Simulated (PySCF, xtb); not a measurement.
**F2HInSi2: which of two structures lies lower**

Structure I is a singlet given by its coordinates and structure II is a singlet given by its coordinates. Both are isolated molecules in the gas phase, relaxed with B3LYP-D3(BJ)/def2-SVP.

I (Å):

```xyz
6

F     1.3619    0.7060    0.6676
F    -3.2964   -2.1205   -1.6273
In   -1.7311   -1.9979   -0.4469
Si    0.2406   -0.4365    0.3403
Si    0.1040   -2.4627    1.2410
H     0.5428   -3.5820    2.1491
```

Close contacts (Å): F1–Si4 1.63, F2–In3 1.96, In3–Si4 2.64, In3–Si5 2.54, Si4–Si5 2.22, Si5–H6 1.51.

II (Å):

```tsv
atom	x (Å)	y (Å)	z (Å)
F	-0.6781	0.3159	-1.2000
F	-0.3432	-2.0035	-0.2600
In	-3.0793	-0.6235	-0.5941
Si	0.6301	-0.3642	-0.2982
Si	-0.9784	-1.0725	1.3337
H	-0.4574	-2.0750	2.3390
```

Close contacts (Å): F1–Si4 1.73, F2–Si4 1.91, F2–Si5 1.95, In3–Si5 2.89, Si4–Si5 2.40, Si5–H6 1.51.

Q: Which of the two would you expect CCSD(T)/def2-SVP + ΔMP2/def2-TZVPP electronic energies to favour?

A: Structure II; the calculation gives E(II) − E(I) = −0.564 eV.

The same difference at several levels:

```csv
level,geometry,E(II) − E(I) (eV),departure from the last row (eV),"job, with rough time for the two"
B3LYP-D3(BJ)/def2-SVP,B3LYP-D3(BJ)/def2-SVP,−1.208,−0.644,"optimisation, 4.5 min"
HF/def2-SVP,B3LYP-D3(BJ)/def2-SVP,−1.179,−0.614,part of the CCSD(T) run
MP2/def2-SVP,B3LYP-D3(BJ)/def2-SVP,−0.406,+0.158,part of the CCSD(T) run
CCSD(T)/def2-SVP,B3LYP-D3(BJ)/def2-SVP,−0.733,−0.169,single point
CCSD(T)/def2-SVP + ΔMP2/def2-TZVPP,B3LYP-D3(BJ)/def2-SVP,−0.564,,"single point, 1.7 min"
```

The levels shown agree on the order. The largest departure from CCSD(T)/def2-SVP + ΔMP2/def2-TZVPP is that of B3LYP-D3(BJ)/def2-SVP, 0.644 eV. No reliable frequencies are at hand for I or II, so they aren't confirmed as minima. Levels run at GFN2-xTB geometries aren't shown. The last row adds to CCSD(T) the change of the MP2 difference between the two basis sets, here +0.169 eV, a large step that makes the value less sure.

The correlated steps freeze 16 core orbitals; the filled d shell of In is correlated, in a basis made for valence electrons. Atoms past krypton carry core potentials in the def2 sets and no spin–orbit term is included. Programs: PySCF 2.14.0, xtb 6.7.1; the last row on 2 threads of Arm Neoverse V2 on a shared host.
